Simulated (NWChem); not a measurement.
A series in which one site is exchanged, each optimised at PBE0/def2-SVP with NWChem, gas phase unless a solvent is named. All stand in one matching conformer (torsions within 35°), which need not be the lowest. This build's default masses of Se (78.918 u) and Br (79.917 u) are each other's, which moves their modes by up to 0.6 %. For some, no frequency run checked for a minimum. def2 effective core potentials on I; no spin-orbit coupling.

A: S[Se]I (HSeSI; site = I)
B: [Se](S)F (HSeSF; site = F)
C: S[SeH] (H2SeS; site = H)
D: S[Se]Br (HSeSBr; site = Br)

```
quantity                                               A           B     C     D
--------------------------------------------------  ----  ----------  ----  ----
dipole (D), PBE0/def2-SVP                           1.39  (withheld)  1.29  1.70
orbital gap (eV), PBE0/def2-SVP                     3.87  (withheld)  5.88  4.37
static polarisability, PBE/def2-SVPD (bohr³)        93.8  (withheld)  52.9  78.0
lowest singlet excitation, PBE/def2-SVPD, TDA (eV)  2.27  (withheld)  3.84  2.62
```

Question: Fill in the missing entries.

Answer: 
- dipole (D), PBE0/def2-SVP, B: 2.17
- orbital gap (eV), PBE0/def2-SVP, B: 5.48
- static polarisability, PBE/def2-SVPD (bohr³), B: 52.8
- lowest singlet excitation, PBE/def2-SVPD, TDA (eV), B: 3.44
